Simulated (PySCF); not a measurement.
Fill in the blanks.

Species: C₄H₁₀O₂S.
SMILES with atom numbers: `[CH3:1][CH:2]([CH3:3])[S:4]([CH3:5])(=[O:6])=[O:7]` (hydrogens: H8, H9, H10 on C1; H11 on C2; H12, H13, H14 on C3; H15, H16, H17 on C5)

Cartesian coordinates in Å at the GFN2-xTB level; atoms count from 1:
```
atom  x, y, z in Å
C1    -1.4121    1.3892   -0.4256
C2    -0.6519    0.2909    0.2892
C3    -1.1573   -1.0962   -0.0379
S4     1.0769    0.4300   -0.3126
C5     2.0277   -0.8176    0.6180
O6     1.5865    1.7244    0.0526
O7     1.1124    0.0690   -1.7041
H8    -0.9432    2.3491   -0.2232
H9    -1.3780    1.2103   -1.4981
H10   -2.4509    1.4230   -0.1018
H11   -0.6021    0.4780    1.3613
H12   -0.9297   -1.3146   -1.0792
H13   -0.6892   -1.8495    0.5907
H14   -2.2349   -1.1550    0.1039
H15    1.8102   -0.6932    1.6706
H16    3.0757   -0.6252    0.4248
H17    1.7528   -1.8005    0.2615
```

| property | level | value |
| --- | --- | --- |
| point group of the GFN2-xTB geometry | GFN2-xTB | ? |
| rotational constants A, B, C of the GFN2-xTB geometry | GFN2-xTB | 3.017, 2.024, 1.663 GHz |
| dipole moment | PBE0/pcSseg-1 | ? |
| HOMO energy | PBE0/pcSseg-1 | -8.09 eV |
| LUMO energy | PBE0/pcSseg-1 | ? |
| 13C chemical shifts (computed TMS as zero) by class | GIAO PBE0/pcSseg-1 | ? |
| 1H chemical shifts (computed TMS as zero) by class | GIAO PBE0/pcSseg-1 | 2.65 (H11), 2.58 (H15/H16/H17), 1.36 (H8/H9/H10/H12/H13/H14) ppm |
| isotropic shieldings of nuclei other than C and H, by class | GIAO PBE0/pcSseg-1 | 141 (O6/O7), 192 (S4) ppm |

The electronic properties come from PySCF, for the isolated species, density fitting. NMR classes are plain means over equivalent atoms (diastereotopic ones count apart unless rotation or inversion swaps them), as if these changed places fast; in this geometry the members of some classes differ.

**Question.** What are the 13C chemical shifts (computed TMS as zero) by class?

**Answer.** 62.3 (C2), 44.9 (C5), 15.5 (C1/C3) ppm.

**Question.** The point group of the GFN2-xTB geometry?

**Answer.** C1.

**Question.** What is the dipole moment?

**Answer.** 4.56 D.

**Question.** What is the LUMO energy?

**Answer.** 0.94 eV.

With B = h/(8π²I), that is 505.379 GHz u Å² over I, the principal moments of inertia are 167.5, 249.7 and 303.8 u Å² (most abundant isotopes). The dipole matches unit charges of opposite sign 0.95 Å apart (1 e·Å = 4.8032 D). A dipole of 4.56 D is allowed in C1, and pure rotational transitions are dipole-allowed. The rotational constants make it an asymmetric top with κ = (2B − A − C)/(A − C) = -0.47, nearer the prolate limit (−1).

For the NMR shielding job (PBE0/pcSseg-1), on an x86-64 server with one thread, no GPU, shared host, this took 44 s wall.

One conformer stands for the species.
